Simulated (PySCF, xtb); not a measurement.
CH13NSi4, SMILES [SiH3]NC[SiH2][SiH2][SiH3].

GFN2-xTB in xtb 6.7.1 at its own geometry gives an orbital gap of 3.53 eV and a dipole moment of 1.01 D.

Coordinates come from a PBE0-D3(BJ)/def2-SVP optimisation. This is a generated structure with no PubChem entry under its InChIKey; it may be hypothetical. Other conformers were not sampled.

Task: What does PySCF with PBE/def2-TZVP give? (Estimate from the structure and the level; the computed values follow.)

Result: gap 4.19 eV (levels -5.31 and -1.12 eV), dipole 0.62 D.
